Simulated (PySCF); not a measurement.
**Radial density of C²⁺ (carbon, charge +2)**

UHF, [He] 2s2, closed-shell 1S. Calculation: PySCF 2.14, in ANO-RCC-VQZP; scalar relativity by spin-free X2C-1e.

```json
{"r (bohr)": "0.00339", "4πr²ρ (e/bohr)": "0.01882"}
{"r (bohr)": "0.00570", "4πr²ρ (e/bohr)": "0.05098"}
{"r (bohr)": "0.00959", "4πr²ρ (e/bohr)": "0.1362"}
{"r (bohr)": "0.0161", "4πr²ρ (e/bohr)": "0.3539"}
{"r (bohr)": "0.0271", "4πr²ρ (e/bohr)": "0.8740"}
{"r (bohr)": "0.0456", "4πr²ρ (e/bohr)": "1.977"}
{"r (bohr)": "0.0767", "4πr²ρ (e/bohr)": "3.858"}
{"r (bohr)": "0.129", "4πr²ρ (e/bohr)": "5.887"}
{"r (bohr)": "0.217", "4πr²ρ (e/bohr)": "5.955"}
{"r (bohr)": "0.365", "4πr²ρ (e/bohr)": "3.072"}
{"r (bohr)": "0.614", "4πr²ρ (e/bohr)": "1.080"}
{"r (bohr)": "1.03", "4πr²ρ (e/bohr)": "1.590"}
{"r (bohr)": "1.74", "4πr²ρ (e/bohr)": "0.9028"}
{"r (bohr)": "2.92", "4πr²ρ (e/bohr)": "0.07811"}
{"r (bohr)": "4.92", "4πr²ρ (e/bohr)": "0.0001491"}
```

Densities and radii are taken from the X2C orbitals without a picture-change correction, which distorts them close to the nucleus.
